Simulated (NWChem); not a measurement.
System: CH3F3OSi; SMILES OC[Si](F)(F)F

The following NWChem deck was run.

```
start job
memory heap 200 mb stack 900 mb global 1100 mb
geometry units angstroms noautosym nocenter noautoz
  O      0.192202     2.311461    -0.063970
  C     -0.809938     1.291442    -0.135332
  Si    -0.028483    -0.405036    -0.018284
  F      0.824442    -0.788569    -1.309444
  F     -1.115051    -1.555458     0.200673
  F      0.964082    -0.416864     1.236373
  H      0.600833     2.268449     0.814998
  H     -1.589427     1.419967     0.633021
  H     -1.305997     1.415643    -1.103489
end
basis spherical
  * library 6-31g*
end
dft
  xc b3lyp
  iterations 150
end
property
  shielding
end
task dft property
```

NWChem printed, in part:

```
             Northwest Computational Chemistry Package (NWChem) 7.3.0
             --------------------------------------------------------

                             Geometry "geometry" -> ""
                             -------------------------

 Output coordinates in angstroms (scale by  1.889725989 to convert to a.u.)

  No.       Tag          Charge          X              Y              Z
 ---- ---------------- ---------- -------------- -------------- --------------
    1 O                    8.0000     0.19220200     2.31146100    -0.06397000
    2 C                    6.0000    -0.80993800     1.29144200    -0.13533200
    3 Si                  14.0000    -0.02848300    -0.40503600    -0.01828400
    4 F                    9.0000     0.82444200    -0.78856900    -1.30944400
    5 F                    9.0000    -1.11505100    -1.55545800     0.20067300
    6 F                    9.0000     0.96408200    -0.41686400     1.23637300
    7 H                    1.0000     0.60083300     2.26844900     0.81499800
    8 H                    1.0000    -1.58942700     1.41996700     0.63302100
    9 H                    1.0000    -1.30599700     1.41564300    -1.10348900

 Effective nuclear repulsion energy (a.u.)     338.8282665632

                              NWChem Property Module
                              ----------------------

  itol2e modified to match energy
  convergence criterion.

                                 NWChem DFT Module
                                 -----------------

 Summary of "ao basis" -> "ao basis" (spherical)
 ------------------------------------------------------------------------------
       Tag                 Description            Shells   Functions and Types
 ---------------- ------------------------------  ------  ---------------------
 O                           6-31g*                  6       14   3s2p1d
 C                           6-31g*                  6       14   3s2p1d
 Si                          6-31g*                  8       18   4s3p1d
 F                           6-31g*                  6       14   3s2p1d
 H                           6-31g*                  2        2   2s

  itol2e modified to match energy
  convergence criterion.

            General Information
            -------------------
          SCF calculation type: DFT
          Wavefunction type:  closed shell.
          No. of atoms     :     9
          No. of electrons :    58
           Alpha electrons :    29
            Beta electrons :    29
          Charge           :     0
          Spin multiplicity:     1
          Use of symmetry is: off; symmetry adaption is: off
          Maximum number of iterations: 150
          AO basis - number of functions:    94
                     number of shells:    44
          Convergence on energy requested:  1.00D-07
          Convergence on density requested:  1.00D-05
          Convergence on gradient requested:  5.00D-04

              XC Information
              --------------
                         B3LYP Method XC Potential
                     Hartree-Fock (Exact) Exchange  0.200
                        Slater Exchange Functional  0.800 local
                    Becke 1988 Exchange Functional  0.720 non-local
              Lee-Yang-Parr Correlation Functional  0.810
                  VWN I RPA Correlation Functional  0.190 local

             Grid Information
             ----------------
          Grid used for XC integration:  fine
          Radial quadrature: Mura-Knowles
          Angular quadrature: Lebedev.
          Tag              B.-S. Rad. Rad. Pts. Rad. Cut. Ang. Pts.
          ---              ---------- --------- --------- ---------
          O                   0.60       70           9.0       590
          C                   0.70       70           8.0       590
          Si                  1.10      123           9.0       770
          F                   0.50       70          11.0       590
          H                   0.35       60          10.0       590
          Grid pruning is: on
          Number of quadrature shells:   653
          Spatial weights used:  Erf1

      Superposition of Atomic Density Guess
      -------------------------------------

 Sum of atomic energies:        -700.84360759

      Non-variational initial energy
      ------------------------------

 Total energy =    -702.427664
 1-e energy   =   -1648.017013
 2-e energy   =     606.761083
 HOMO         =      -0.335765
 LUMO         =       0.069683

   convergence    iter        energy       DeltaE   RMS-Dens  Diis-err
 ---------------- ----- ----------------- --------- --------- ---------
 d= 0,ls=0.0,diis     1   -704.1864461219 -1.04D+03  1.65D-02  1.28D+00
 d= 0,ls=0.0,diis     2   -704.1063430195  8.01D-02  8.32D-03  2.48D+00
 d= 0,ls=0.0,diis     3   -704.3196365082 -2.13D-01  9.41D-04  2.45D-02
 d= 0,ls=0.0,diis     4   -704.3214839377 -1.85D-03  3.55D-04  2.13D-03
 d= 0,ls=0.0,diis     5   -704.3216488022 -1.65D-04  1.20D-04  5.11D-04
  Resetting Diis
 d= 0,ls=0.0,diis     6   -704.3216933883 -4.46D-05  1.95D-05  5.03D-06
 d= 0,ls=0.0,diis     7   -704.3216939222 -5.34D-07  5.57D-06  1.81D-07
 d= 0,ls=0.0,diis     8   -704.3216939179  4.34D-09  2.83D-06  2.55D-07

         Total DFT energy =     -704.321693917859
      One electron energy =    -1651.067034022182
           Coulomb energy =      675.623591335175
    Exchange-Corr. energy =      -67.706517794017
 Nuclear repulsion energy =      338.828266563166

 Numeric. integr. density =       58.000000669211

                       DFT Final Molecular Orbital Analysis
                       ------------------------------------

 Vector   27  Occ=2.000000D+00  E=-4.172554D-01
              MO Center=  2.4D-01, -8.8D-01, -8.0D-03, r^2= 2.7D+00
   Bfn.  Coefficient  Atom+Function         Bfn.  Coefficient  Atom+Function
  ----- ------------  ---------------      ----- ------------  ---------------
    65      0.374328  5 F  pz                49     -0.339525  4 F  px
    77      0.268815  6 F  px                69      0.267462  5 F  pz
    53     -0.240780  4 F  px                79     -0.237244  6 F  pz
    81      0.192997  6 F  px                83     -0.168477  6 F  pz
    51     -0.161682  4 F  pz                50     -0.147746  4 F  py

 Vector   28  Occ=2.000000D+00  E=-3.519334D-01
              MO Center= -2.1D-01,  1.8D+00, -1.3D-01, r^2= 2.1D+00
   Bfn.  Coefficient  Atom+Function         Bfn.  Coefficient  Atom+Function
  ----- ------------  ---------------      ----- ------------  ---------------
     5      0.383772  1 O  pz                 9      0.265839  1 O  pz
     6     -0.250130  1 O  s                 19     -0.215132  2 C  pz
    18      0.208996  2 C  py                 4     -0.188073  1 O  py
     3     -0.186621  1 O  px                94      0.163563  9 H  s
    93      0.159976  9 H  s                  7     -0.139261  1 O  px

 Vector   29  Occ=2.000000D+00  E=-2.822998D-01
              MO Center= -1.1D-01,  1.8D+00, -2.9D-02, r^2= 1.9D+00
   Bfn.  Coefficient  Atom+Function         Bfn.  Coefficient  Atom+Function
  ----- ------------  ---------------      ----- ------------  ---------------
     4     -0.393087  1 O  py                 3      0.363267  1 O  px
     8     -0.310415  1 O  py                 7      0.281581  1 O  px
    34     -0.211458  3 Si s                 36     -0.188966  3 Si py
    18      0.182902  2 C  py                 5     -0.159840  1 O  pz
    92      0.147826  8 H  s                 17     -0.142482  2 C  px

[...]

          -----------------------------------------
          Chemical Shielding Tensors (GIAO, in ppm)
          -----------------------------------------

                                NWChem CPHF Module
                                ------------------

  scftype          =     RHF
  nclosed          =       29
  nopen            =        0
  variables        =     1885
  # of vectors     =        3
  tolerance        = 0.10D-03
  level shift      = 0.00D+00
  max iterations   =       50
  max subspace     =       30

 SCF residual:    1.1270791181718997E-004

Iterative solution of linear equations
  No. of variables     1885
  No. of equations        3
  Maximum subspace       30
        Iterations       50
       Convergence  1.0D-04

   iter   nsub   residual    time
   ----  ------  --------  ---------
     1      3    2.14D-01      41.0
     2      6    9.63D-03      45.0
     3      9    8.55D-04      49.1
     4     12    3.16D-05      53.2

      Atom:    1  O
        Diamagnetic
    388.5201     13.9101      8.1517
     13.9101    390.7969      1.4311
      8.1517      1.4311    383.1546

        Paramagnetic
    -80.2898    -17.0865     27.9611
    -17.0865    -98.7579     -5.3655
     27.9611     -5.3655     12.9933

        Total Shielding Tensor
    308.2303     -3.1765     36.1128
     -3.1765    292.0390     -3.9344
     36.1128     -3.9344    396.1479

           isotropic =     332.1391
          anisotropy =     115.7024

          Principal Components and Axis System
                 1           2           3
              409.2740    295.9690    291.1742

      1         0.3374      0.8679      0.3647
      2        -0.0407     -0.3736      0.9267
      3         0.9405     -0.3275     -0.0907

      Atom:    2  C
        Diamagnetic
    250.1788      2.3961      0.1476
      2.3961    257.7508     -0.8315
      0.1476     -0.8315    241.7503

        Paramagnetic
    -97.4374     27.0128      1.7896
     27.0128    -97.2124      7.3768
      1.7896      7.3768   -128.0369

        Total Shielding Tensor
    152.7414     29.4089      1.9372
     29.4089    160.5384      6.5452
      1.9372      6.5452    113.7134

           isotropic =     142.3310
          anisotropy =      66.7524

          Principal Components and Axis System
                 1           2           3
              186.8326    127.5372    112.6232

      1         0.6536      0.7512      0.0921
      2         0.7521     -0.6311     -0.1901
      3         0.0846     -0.1935      0.9774

      Atom:    3  Si
        Diamagnetic
    878.7504      1.7840      0.0790
      1.7840    879.2327      0.1708
      0.0790      0.1708    879.2221

        Paramagnetic
   -432.8226    -23.9266     -1.2500
    -23.9266   -406.5838     -0.2222
     -1.2500     -0.2222   -407.8061

        Total Shielding Tensor
    445.9278    -22.1426     -1.1710
    -22.1426    472.6489     -0.0515
     -1.1710     -0.0515    471.4159

           isotropic =     463.3309
          anisotropy =      32.7587

          Principal Components and Axis System
                 1           2           3
              485.1700    471.4241    433.3985

      1        -0.4919     -0.0049      0.8706
      2         0.8698     -0.0472      0.4912
      3         0.0386      0.9989      0.0275

      Atom:    4  F
        Diamagnetic
    467.3741     -4.2888    -13.8844
     -4.2888    461.2116      6.7256
    -13.8844      6.7256    479.4251

        Paramagnetic
   -141.2405    -16.5940    -34.7207
    -16.5940   -172.3877     26.7532
    -34.7207     26.7532   -100.9604

        Total Shielding Tensor
    326.1335    -20.8828    -48.6052
    -20.8828    288.8239     33.4787
    -48.6052     33.4787    378.4647

           isotropic =     331.1407
          anisotropy =     132.4152

          Principal Components and Axis System
                 1           2           3
              419.4175    297.1243    276.8803

      1        -0.4925      0.8517      0.1790
      2         0.2892     -0.0338      0.9567
      3         0.8209      0.5229     -0.2296

      Atom:    5  F
        Diamagnetic
    473.6953     15.6376     -2.8642
     15.6376    476.1944     -3.1526
     -2.8642     -3.1526    459.8108

        Paramagnetic
   -153.3025     50.2155    -10.4222
     50.2155   -116.3050    -10.4429
    -10.4222    -10.4429   -159.8136

        Total Shielding Tensor
    320.3927     65.8531    -13.2864
     65.8531    359.8894    -13.5955
    -13.2864    -13.5955    299.9971

           isotropic =     326.7598
          anisotropy =     127.9501

          Principal Components and Axis System
                 1           2           3
              412.0598    297.0750    271.1445

      1         0.5911      0.0208      0.8063
      2         0.7894      0.1907     -0.5836
      3        -0.1658      0.9814      0.0963

      Atom:    6  F
        Diamagnetic
    471.0099     -0.4136     15.3778
     -0.4136    460.4845     -0.7769
     15.3778     -0.7769    478.2107

        Paramagnetic
   -126.1613    -11.6802     29.7479
    -11.6802   -189.8360    -11.1958
     29.7479    -11.1958    -96.5351

        Total Shielding Tensor
    344.8486    -12.0938     45.1257
    -12.0938    270.6485    -11.9727
     45.1257    -11.9727    381.6757

           isotropic =     332.3909
          anisotropy =     122.3294

          Principal Components and Axis System
                 1           2           3
              413.9439    314.7645    268.4644

      1         0.5573      0.8210      0.1242
      2        -0.1157     -0.0713      0.9907
      3         0.8222     -0.5665      0.0553

      Atom:    7  H
        Diamagnetic
     24.0696      2.6448     10.4632
      2.6448     24.7549      1.8115
     10.4632      1.8115     35.7029

        Paramagnetic
      5.2963      0.9177     -2.8290
      0.9177      4.9812     -1.8309
     -2.8290     -1.8309      2.9634

        Total Shielding Tensor
     29.3659      3.5625      7.6342
      3.5625     29.7360     -0.0195
      7.6342     -0.0195     38.6663

           isotropic =      32.5894
          anisotropy =      15.8954

          Principal Components and Axis System
                 1           2           3
               43.1863     31.0967     23.4852

      1         0.5052      0.3346      0.7955
      2         0.1326      0.8808     -0.4546
      3         0.8527     -0.3352     -0.4006

      Atom:    8  H
        Diamagnetic
     33.4302     -2.0153     -8.6345
     -2.0153     25.9049      1.4766
     -8.6345      1.4766     27.9441

        Paramagnetic
     -1.3036      2.9136      5.6855
      2.9136      2.5984     -0.8430
      5.6855     -0.8430     -2.3646

        Total Shielding Tensor
     32.1266      0.8982     -2.9490
      0.8982     28.5033      0.6335
     -2.9490      0.6335     25.5795

           isotropic =      28.7365
          anisotropy =       6.9022

          Principal Components and Axis System
                 1           2           3
               33.3380     28.6225     24.2490

      1         0.9305     -0.0433      0.3637
      2         0.1279      0.9689     -0.2119
      3        -0.3432      0.2437      0.9071

      Atom:    9  H
        Diamagnetic
     28.3129     -1.6579      8.3220
     -1.6579     26.3959     -2.2327
      8.3220     -2.2327     33.6008

        Paramagnetic
      1.3657      2.3005     -4.5811
      2.3005      2.0035      2.3006
     -4.5811      2.3006     -5.5528

        Total Shielding Tensor
     29.6786      0.6427      3.7410
      0.6427     28.3994      0.0678
      3.7410      0.0678     28.0480

           isotropic =      28.7087
          anisotropy =       6.0769

          Principal Components and Axis System
                 1           2           3
               32.7600     28.3680     24.9981

      1         0.7763     -0.0314     -0.6296
      2         0.1240      0.9869      0.1036
      3         0.6181     -0.1585      0.7700
```

Level: B3LYP/6-31G* (spherical d), GIAO. All runs use the structure optimised with B3LYP/6-31G* (spherical d). The printed shielding anisotropy is the first printed principal value minus the mean of the other two.
